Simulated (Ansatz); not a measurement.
Isolated molecules relaxed with PBE0-D4/def2-TZVP in Ansatz; ΔE leaves out vibrations. CCSD(T)/CBS is the MP2 limit (def2-TZVPP, def2-QZVPP) plus CCSD(T) − MP2 in def2-TZVPP, frozen cores. Functionals use def2-TZVPP. HSE06 is defined as in plane-wave codes. For Ge, Li outer-core shells are correlated without core-valence functions, which leaves a few kJ/mol of doubt a bond. Scalar relativity is left out up to krypton.

Consider the redistribution: `[Li][S]C` + `[GeH3][c]1ccccc1` → `[Li][c]1ccccc1` + `C[S][GeH3]`.

```json
{"level": "HSE06-D4", "ΔE (kcal/mol)": "23.1"}
{"level": "MP2/def2-TZVPP", "ΔE (kcal/mol)": "24.0"}
```

Problem. What does CCSD(T)/CBS give? (Best estimate.)

Solution. The calculation gave: +24.2 kcal/mol. The listed levels differ from it by -1.1, -0.2 kcal/mol.

Largest T1 diagnostic among the species: 0.011.

At CCSD(T), def2-SVP lies −2.2 kcal/mol from the extrapolated value and def2-TZVPP −1.0 kcal/mol. From PBE to PBE0 (25 % exact exchange), in def2-TZVPP and without D4, ΔE moves by +0.9 kcal/mol.
